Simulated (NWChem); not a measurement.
System: ZnCl cation; SMILES [Cl][Zn+]

NWChem input:

```
start job
memory heap 200 mb stack 900 mb global 1100 mb
charge 1
geometry units angstroms noautosym nocenter noautoz
  Zn     0.000000     0.000000    -0.754917
  Cl     0.000000     0.000000     1.314951
end
basis spherical
  Zn library def2-svp
  Cl library def2-svp
end
dft
  xc hfexch
  iterations 150
end
property
  efieldgrad
end
task dft property
```

Parts of the log:

```
             Northwest Computational Chemistry Package (NWChem) 7.3.0
             --------------------------------------------------------

                             Geometry "geometry" -> ""
                             -------------------------

 Output coordinates in angstroms (scale by  1.889725989 to convert to a.u.)

  No.       Tag          Charge          X              Y              Z
 ---- ---------------- ---------- -------------- -------------- --------------
    1 Zn                  30.0000     0.00000000     0.00000000    -0.75491700
    2 Cl                  17.0000     0.00000000     0.00000000     1.31495100

 Effective nuclear repulsion energy (a.u.)     130.3853178028

  xc_inp: hfexch multiplicative factor not found.
                              NWChem Property Module
                              ----------------------

  itol2e modified to match energy
  convergence criterion.

                                 NWChem DFT Module
                                 -----------------

 Summary of "ao basis" -> "ao basis" (spherical)
 ------------------------------------------------------------------------------
       Tag                 Description            Shells   Functions and Types
 ---------------- ------------------------------  ------  ---------------------
 Zn                         def2-svp                11       31   5s3p2d1f
 Cl                         def2-svp                 8       18   4s3p1d

  itol2e modified to match energy
  convergence criterion.

            General Information
            -------------------
          SCF calculation type: DFT
          Wavefunction type:  closed shell.
          No. of atoms     :     2
          No. of electrons :    46
           Alpha electrons :    23
            Beta electrons :    23
          Charge           :     1
          Spin multiplicity:     1
          Use of symmetry is: off; symmetry adaption is: off
          Maximum number of iterations: 150
          AO basis - number of functions:    49
                     number of shells:    19
          Convergence on energy requested:  1.00D-07
          Convergence on density requested:  1.00D-05
          Convergence on gradient requested:  5.00D-04

              XC Information
              --------------
                     Hartree-Fock (Exact) Exchange  1.000

      Superposition of Atomic Density Guess
      -------------------------------------

 Sum of atomic energies:       -2236.88499912

 Renormalizing density from      47.00 to     46

      Non-variational initial energy
      ------------------------------

 Total energy =   -2207.785157
 1-e energy   =   -3307.366266
 2-e energy   =     969.195791
 HOMO         =      -0.811109
 LUMO         =      -0.512174

   convergence    iter        energy       DeltaE   RMS-Dens  Diis-err
 ---------------- ----- ----------------- --------- --------- ---------
 d= 0,ls=0.0,diis     1  -2236.3676868398 -2.37D+03  2.56D-02  3.98D+00
 d= 0,ls=0.0,diis     2  -2236.5298034720 -1.62D-01  8.83D-03  2.16D+00
 d= 0,ls=0.0,diis     3  -2236.6479901816 -1.18D-01  1.65D-03  7.34D-03
 d= 0,ls=0.0,diis     4  -2236.6489272321 -9.37D-04  4.48D-04  2.60D-04
 d= 0,ls=0.0,diis     5  -2236.6490130156 -8.58D-05  2.16D-04  1.74D-05
  Resetting Diis
 d= 0,ls=0.0,diis     6  -2236.6490251519 -1.21D-05  6.65D-05  1.79D-06
 d= 0,ls=0.0,diis     7  -2236.6490261843 -1.03D-06  1.60D-05  2.25D-07
 d= 0,ls=0.0,diis     8  -2236.6490262847 -1.00D-07  1.15D-05  5.21D-08
 d= 0,ls=0.0,diis     9  -2236.6490263184 -3.37D-08  6.70D-06  1.70D-08

         Total DFT energy =    -2236.649026318411
      One electron energy =    -3365.310586921375
           Coulomb energy =     1095.372378612176
    Exchange-Corr. energy =      -97.096135812012
 Nuclear repulsion energy =      130.385317802800

 Numeric. integr. density =        0.000000000000

                       DFT Final Molecular Orbital Analysis
                       ------------------------------------

 Vector   21  Occ=2.000000D+00  E=-6.979053D-01
              MO Center=  1.5D-15,  2.2D-15,  9.7D-01, r^2= 1.7D+00
   Bfn.  Coefficient  Atom+Function         Bfn.  Coefficient  Atom+Function
  ----- ------------  ---------------      ----- ------------  ---------------
    44     -0.471846  2 Cl pz                 4      0.465261  1 Zn s
    41     -0.393172  2 Cl pz                 3     -0.237773  1 Zn s
    38     -0.229563  2 Cl pz                34     -0.170698  2 Cl s
    35     -0.151033  2 Cl s                 14      0.148487  1 Zn pz
    33      0.110457  2 Cl s                 17     -0.096836  1 Zn d  0

 Vector   22  Occ=2.000000D+00  E=-6.459848D-01
              MO Center= -1.8D-15,  2.7D-16,  1.2D+00, r^2= 1.2D+00
   Bfn.  Coefficient  Atom+Function         Bfn.  Coefficient  Atom+Function
  ----- ------------  ---------------      ----- ------------  ---------------
    42      0.609873  2 Cl px                39      0.438083  2 Cl px
    36      0.253206  2 Cl px                43      0.207164  2 Cl py
    40      0.148810  2 Cl py                12      0.118229  1 Zn px
    37      0.086010  2 Cl py                18      0.071469  1 Zn d  1
     9     -0.046788  1 Zn px                13      0.040161  1 Zn py

 Vector   23  Occ=2.000000D+00  E=-6.459848D-01
              MO Center=  4.5D-16, -1.6D-15,  1.2D+00, r^2= 1.2D+00
   Bfn.  Coefficient  Atom+Function         Bfn.  Coefficient  Atom+Function
  ----- ------------  ---------------      ----- ------------  ---------------
    43      0.609873  2 Cl py                40      0.438083  2 Cl py
    37      0.253206  2 Cl py                42     -0.207164  2 Cl px
    39     -0.148810  2 Cl px                13      0.118229  1 Zn py
    36     -0.086010  2 Cl px                16     -0.071469  1 Zn d -1
    10     -0.046788  1 Zn py                12     -0.040161  1 Zn px

 Vector   24  Occ=0.000000D+00  E=-2.827644D-01
              MO Center=  6.7D-15,  3.1D-15, -1.1D+00, r^2= 3.0D+00
   Bfn.  Coefficient  Atom+Function         Bfn.  Coefficient  Atom+Function
  ----- ------------  ---------------      ----- ------------  ---------------
     4      0.587595  1 Zn s                  5      0.420699  1 Zn s
    14     -0.377734  1 Zn pz                 3     -0.301493  1 Zn s
    44      0.246378  2 Cl pz                41      0.171490  2 Cl pz
    11      0.136190  1 Zn pz                35     -0.126708  2 Cl s
    38      0.099537  2 Cl pz                 2      0.063385  1 Zn s

 Vector   25  Occ=0.000000D+00  E=-8.318371D-02
              MO Center= -2.4D-15, -6.4D-15, -6.9D-01, r^2= 2.5D+00
   Bfn.  Coefficient  Atom+Function         Bfn.  Coefficient  Atom+Function
  ----- ------------  ---------------      ----- ------------  ---------------
    13      1.041104  1 Zn py                10     -0.274748  1 Zn py
    43     -0.235903  2 Cl py                40     -0.120398  2 Cl py
     7      0.087509  1 Zn py                37     -0.068225  2 Cl py
    46     -0.048019  2 Cl d -1              16      0.028629  1 Zn d -1
    12     -0.026179  1 Zn px

 Vector   26  Occ=0.000000D+00  E=-8.318371D-02
              MO Center= -5.6D-15,  4.1D-15, -6.9D-01, r^2= 2.5D+00
   Bfn.  Coefficient  Atom+Function         Bfn.  Coefficient  Atom+Function
  ----- ------------  ---------------      ----- ------------  ---------------
    12      1.041104  1 Zn px                 9     -0.274748  1 Zn px
    42     -0.235903  2 Cl px                39     -0.120398  2 Cl px
     6      0.087509  1 Zn px                36     -0.068225  2 Cl px
    48      0.048019  2 Cl d  1              18     -0.028629  1 Zn d  1
    13      0.026179  1 Zn py

[...]

          -----------------------
          Electric field gradient
          -----------------------

 1 a.u. = 0.324123 10**(16) esu/cm**3  ( or statvolts/cm**2 ) = 0.97174 10**(22) v/m**2

 ------------------------------------------------------------
   Atom      X         Y         Z
 ------------------------------------------------------------
    1 Zn   0.00000   0.00000  -1.42659
 ------------------------------------------------------------

 Electric field gradient in molecular frame (a.u.)
         XX             YY             ZZ             XY             XZ             YZ
 ------------------------------------------------------------------------------------------
       -0.213712      -0.213712       0.427424       0.000000       0.000000       0.000000

 Principal components (a.u.) and orientation
 of principal axis w.r.t. absolute frame                      Asymmetry parameter eta
 --------------------------------------------------------------------------------------
        0.427424      -0.213712      -0.213712                       0.000000

        0.000000       0.000000       1.000000
        0.000000       1.000000       0.000000
        1.000000       0.000000       0.000000

 ------------------------------------------------------------
   Atom      X         Y         Z
 ------------------------------------------------------------
    2 Cl   0.00000   0.00000   2.48490
 ------------------------------------------------------------

 Electric field gradient in molecular frame (a.u.)
         XX             YY             ZZ             XY             XZ             YZ
 ------------------------------------------------------------------------------------------
        1.324696       1.324696      -2.649392       0.000000       0.000000       0.000000

 Principal components (a.u.) and orientation
 of principal axis w.r.t. absolute frame                      Asymmetry parameter eta
 --------------------------------------------------------------------------------------
       -2.649392       1.324696       1.324696                       0.000000

        0.000000       0.000000       1.000000
        0.000000       1.000000       0.000000
        1.000000       0.000000       0.000000
```

Level: Hartree-Fock/def2-SVP. The geometry was optimised at PBE0/def2-SVP. NWChem prints the field gradient with the sign opposite to the second derivative of the potential.
